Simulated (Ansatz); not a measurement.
One change: `[CH3][In]([CH3])[O][SiH3]` becomes `[CH3][In]([CH3])[OH]`.

Ansatz, PBE0-D4/def2-TZVP geometries, multiplicity 1. Each molecule was computed in one conformer, which needn't be the lowest.

Elements past krypton have def2 core potentials.

```json
{"property": "size of the dipole moment (PBE/def2-TZVPP) / D", "`[CH3][In]([CH3])[O][SiH3]`": "3.57"}
{"property": "LUMO energy (PBE0/def2-TZVPP) / eV", "`[CH3][In]([CH3])[O][SiH3]`": "-1.02"}
{"property": "HOMO energy (PBE/def2-TZVPP) / eV", "`[CH3][In]([CH3])[O][SiH3]`": "-6.22"}
{"property": "HOMO energy (B3LYP/def2-TZVPP) / eV", "`[CH3][In]([CH3])[O][SiH3]`": "-7.30"}
{"property": "HOMO energy (ωB97M-V/def2-TZVPP) / eV", "`[CH3][In]([CH3])[O][SiH3]`": "-9.74"}
{"property": "LUMO energy (B3LYP/def2-TZVPP) / eV", "`[CH3][In]([CH3])[O][SiH3]`": "-1.31"}
```

Q: What does the change do to each property? (Best estimate.)

A: Computed: 
```tsv
property	`[CH3][In]([CH3])[OH]`	shift
size of the dipole moment (PBE/def2-TZVPP) / D	2.21	-1.36
LUMO energy (PBE0/def2-TZVPP) / eV	-0.69	0.33
HOMO energy (PBE/def2-TZVPP) / eV	-6.19	0.03
HOMO energy (B3LYP/def2-TZVPP) / eV	-7.21	0.09
HOMO energy (ωB97M-V/def2-TZVPP) / eV	-9.62	0.12
LUMO energy (B3LYP/def2-TZVPP) / eV	-0.98	0.33
```

With PBE0 the HOMO rises by 0.08 eV and the LUMO rises by 0.33 eV, so the gap widens by about 0.25 eV. PBE moves the HOMO by 0.03 eV and ωB97M-V by 0.12 eV. Dipoles are sizes alone; their direction can turn.

Positive LUMOs are unbound, so they and the gaps depend on the basis.

B3LYP here is the variant with VWN-RPA as its local correlation; programs differ in this.
